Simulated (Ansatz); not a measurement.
Geometry optimisation of KO (`[O][K]`) radical.

```yaml
crystal:
  periodic: [false, false, false]
  atoms:
    - {symbol: O, position_ang: [0.906870, -0.303200, 0.464670]}
    - {symbol: K, position_ang: [-0.906870, 0.303200, -0.464670]}
basis:
  gaussian: {orbitals: def2-TZVP}
magnetization: {spin_polarized: true, initial_magnetization: 1}
hamiltonian: {xc: pbe0, dispersion: d4}
relax: {f_tol: 0.005, max_steps: 150}
```

```sh
$ ansatz run in.yaml --threads 2 --pin off --events-out ev --progress --plain --max-ram 32768MiB --backend cpu
```

Shortened log:

```
Functional definition: PBE0
mean field -18363.69941616 eV, -674.8535061813 hartree, gradient 2.5e-6 eV, S^2 0.754711; 1 other end points of the search recorded, 0 dependent functions left out
relax step   1: F+E_penalty+E_count = -18363.71242556 eV  Δ(F+E_penalty+E_count) = +0.000e0 eV  max|allowed force component| = 4.332e-1 eV/Å  Δτ_max = 0.0000 Å  (61 SCF iters, accepted)
mean field -18363.71280439 eV, -674.8539981897 hartree, gradient 7.8e-7 eV, S^2 0.754757; 0 other end points of the search recorded, 0 dependent functions left out
relax step   2: F+E_penalty+E_count = -18363.72576224 eV  Δ(F+E_penalty+E_count) = -1.334e-2 eV  max|allowed force component| = 1.198e-1 eV/Å  Δτ_max = 0.0209 Å  (48 SCF iters, accepted)
mean field -18363.71407178 eV, -674.8540447654 hartree, gradient 7.9e-7 eV, S^2 0.754776; 0 other end points of the search recorded, 0 dependent functions left out
relax step   3: F+E_penalty+E_count = -18363.72700855 eV  Δ(F+E_penalty+E_count) = -1.246e-3 eV  max|allowed force component| = 2.598e-3 eV/Å  Δτ_max = 0.0088 Å  (48 SCF iters, accepted)
mean field -18363.71407178 eV, -674.8540447654 hartree, gradient 7.9e-7 eV, S^2 0.754776; 2 other end points of the search recorded, 0 dependent functions left out
Total energy: -18363.72704753 eV, -674.8545216154 hartree
Atom 0 at     0.932180    -0.311662     0.477639 Å, force     0.002598    -0.000869     0.001331 eV/Å
Atom 1 at    -0.932180     0.311662    -0.477639 Å, force    -0.002598     0.000869    -0.001331 eV/Å
Dipole moment:    -1.489926     0.498137    -0.763421 e Å
```

Run time 11 s (2 threads of an AMD EPYC 7R13 on a shared host); peak host memory 0.2 GiB.
